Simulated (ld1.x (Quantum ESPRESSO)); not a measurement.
# Zn: one change to an ultrasoft potential, before and after

ld1.x (Quantum ESPRESSO) 7.5 input, shortened:

```
&input
   title='Zn', zed=30., rel=1, dft='PZ', iswitch=3,
   config='[Ar] 3d10 4s2 4p0'
 /
 &inputp
   pseudotype=3, tm=.true., lloc=-1, rcloc=2.15,
   nlcc=.true., new_core_ps=.true.,
   which_augfun='PSQ', rmatch_augfun_nc=.true.
 /
6
4S  1  0   2.00   0.00  1.65  2.30  0.0
4S  1  0   0.00  -0.10  1.65  2.30  0.0
4P  2  1   0.00   0.00  2.00  2.25  0.0
4P  2  1   0.00   2.20  2.00  2.25  0.0
3D  3  2  10.00   0.00  1.45  1.55  0.0
3D  3  2   0.00  -0.15  1.45  1.55  0.0
 &test
   configts(1)='3d10 4s2 4p0'
 /
```

Change: all radii but the core radius scaled by about 0.95 (s 2.18, p 2.14, d 1.48 bohr, rcut 1.58/1.90/1.38); local potential all-electron potential smoothed inside 2.04 bohr (lloc = -1).

Cutoffs: the cutoffs (Ry, on a coarse ladder) from which the occupation-weighted sum of valence levels, in a spherical-Bessel basis at the reference potential, stays within 10 and 1 mRy of its value at 400 Ry; they do not see the model core or the augmentation charge, which bear on the density cutoff. Errors are all-electron minus pseudo energies relative to the spin-unpolarised reference configuration.

Question: How do hardness, ghosts and transferability respond?

Answer: The potential gets harder (45 Ry and 80 Ry → 50 Ry and 90 Ry); the number of tests with a reliable result goes from 9 to 2 (the test run of the changed file stopped, so its transferability is not established); neither file shows a bound ghost. A smaller radius makes the pseudo-wave follow the all-electron one further in, where it bends more sharply, so more plane waves are needed.

| quantity | base | changed |
| --- | --- | --- |
| cutoff, loose | 45 Ry | 50 Ry |
| cutoff, tight | 80 Ry | 90 Ry |
| loose cutoff by channel (10 mRy a level) | s 6 Ry, d 35 Ry | s 6 Ry, d 40 Ry |
| bound ghosts | none | none |
| tests with a reliable result | 9 of 9 | 2 of 9 (the test run stopped) |
| error for 3d10 4s1 4p0, meV [ΔE 10.19 eV] | -4.6 | +0.2 |
| error for 3d10 4s0 4p0, meV [ΔE 28.96 eV] | -29 | -2.3 |
| lowest overlap eigenvalue by channel | s 0.40, p 0.64, d 1.00 | s 0.40, p 0.62, d 1.00 |
